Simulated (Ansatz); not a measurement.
CH$_{8}$OSi$_{2}$, SMILES `C[SiH](O)[SiH3]`, 12 atoms. The species carries charge 0 and has multiplicity 1. All runs use 4 threads of a server CPU on a shared host. Correlated methods freeze the cores.

(1) How many basis functions does each run have, and how long does it take in Ansatz? RKS PBE0-D4/def2-SVP energy; RKS PBE-D4/def2-TZVPP energy and forces; RKS SPW92/def2-TZVPP energy; RHF-MP2/def2-QZVPP energy; RKS ωB97M-V/def2-SVP energy; RHF-CCSD(T)/def2-TZVPP energy; RKS PBE0-D4/def2-QZVPP energy; RKS PBE0-D4/def2-TZVP relaxation (8 steps); RKS r2SCAN0-D4/def2-TZVPP energy; RKS ωB97M-V/def2-QZVPP energy; direct RPA on PBE orbitals/def2-TZVPP energy; RKS BLYP-D4/def2-TZVPP energy. (Best estimate.)

## Answers

(1) Computed: Other jobs shared the machine, so times are rough.

| level | job | functions | wall time | peak host memory (GiB) |
| --- | --- | --- | --- | --- |
| RKS PBE0-D4/def2-SVP | energy | 104 | 1 s | 0.22 |
| RKS SPW92/def2-TZVPP | energy | 258 | 1.4 s | 0.33 |
| RKS PBE-D4/def2-TZVPP | energy and forces | 258 | 2.7 s | 0.34 |
| RKS BLYP-D4/def2-TZVPP | energy | 258 | 2.7 s | 0.34 |
| RKS ωB97M-V/def2-SVP | energy | 104 | 4.3 s | 0.32 |
| RKS r2SCAN0-D4/def2-TZVPP | energy | 258 | 5.5 s | 0.65 |
| direct RPA on PBE orbitals/def2-TZVPP | energy | 258 | 5.5 s | 0.58 |
| RKS PBE0-D4/def2-QZVPP | energy | 494 | 15 s | 1.8 |
| RKS PBE0-D4/def2-TZVP | relaxation (8 steps) | 184 | 26 s | 0.44 |
| RKS ωB97M-V/def2-QZVPP | energy | 494 | 30 s | 2.1 |
| RHF-MP2/def2-QZVPP | energy | 494 | 40 s | 3 |
| RHF-CCSD(T)/def2-TZVPP | energy | 258 | 2.1 min | 5.6 |
